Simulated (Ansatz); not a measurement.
Calculated with Ansatz (gas phase, PBE0-D4/def2-TZVP geometries, no zero-point term in ΔE). CCSD(T)/CBS is the MP2 limit (def2-TZVPP, def2-QZVPP) plus CCSD(T) − MP2 in def2-TZVPP, frozen cores. Functionals use def2-TZVPP. For Ge outer-core shells are correlated without core-valence functions, which leaves a few kJ/mol of doubt a bond. Scalar relativity is left out up to krypton. Each species was taken in one conformer, which may not be the lowest.

Consider the cleavage of the Ge–Si bond: `C=C[SiH2][GeH3]` + `OC#C[SiH3]` → `[SiH3]C#C[O][GeH3]` + `C=C[SiH3]`.

`C=C[SiH2][GeH3]`:

```xyz
12

C    -2.092    1.025   -0.379
C    -0.788    1.148   -0.148
Si    0.175   -0.025    0.928
Ge    1.759   -1.243   -0.368
H    -2.631    1.710   -1.027
H    -2.680    0.231    0.074
H    -0.254    1.964   -0.632
H    -0.774   -0.971    1.578
H     0.914    0.719    1.986
H     2.709   -0.281   -1.104
H     2.613   -2.169    0.517
H     1.048   -2.108   -1.424
```

`OC#C[SiH3]`:

Cartesian coordinates in Å:
```
O 1.103 -2.547 0.084
C 0.588 -1.359 0.038
C 0.105 -0.258 -0.075
Si -0.616 1.394 -0.232
H 1.277 -2.808 0.997
H -1.974 1.313 -0.829
H -0.718 2.016 1.113
H 0.236 2.250 -1.096
```

`[SiH3]C#C[O][GeH3]`:

Cartesian coordinates in Å:
```
Si -1.130 -0.751 2.348
C -0.434 0.144 0.947
C 0.029 0.764 0.014
O 0.516 1.430 -0.964
Ge 1.149 0.505 -2.411
H -1.574 -2.105 1.921
H -2.302 -0.024 2.901
H -0.121 -0.910 3.428
H -0.036 -0.288 -2.967
H 1.629 1.627 -3.328
H 2.273 -0.393 -1.888
```

`C=C[SiH3]`:

Cartesian coordinates in Å:
```
C 0.761 -1.071 0.811
C -0.363 -0.484 0.408
Si -0.391 0.969 -0.751
H 1.736 -0.727 0.478
H 0.760 -1.920 1.489
H -1.308 -0.878 0.779
H -1.154 0.645 -1.987
H 1.007 1.325 -1.114
H -1.048 2.142 -0.114
```

(1) Is it downhill or uphill in electronic energy at CCSD(T)/CBS, and by how much? (An estimate is asked.)

(2) What do these levels give: PBE, PBE0, MP2/def2-TZVPP, CCSD/def2-TZVPP, CCSD(T)/def2-TZVPP, CCSD/CBS(def2)? (Estimate.)

Largest T1 diagnostic among the species: 0.013.

## Answers

(1) Computed: Downhill: ΔE = -5.6 kcal/mol.

(2) The calculation gave: PBE -2.6, PBE0 -3.1, MP2/def2-TZVPP -7.9, CCSD/def2-TZVPP -6.9, CCSD(T)/def2-TZVPP -6.7, CCSD/CBS(def2) -5.7 kcal/mol.

In def2-TZVPP, CCSD(T) changes the Hartree–Fock value by +4.8 kcal/mol (the triples alone add +0.2 kcal/mol) and MP2 by +3.6 kcal/mol.
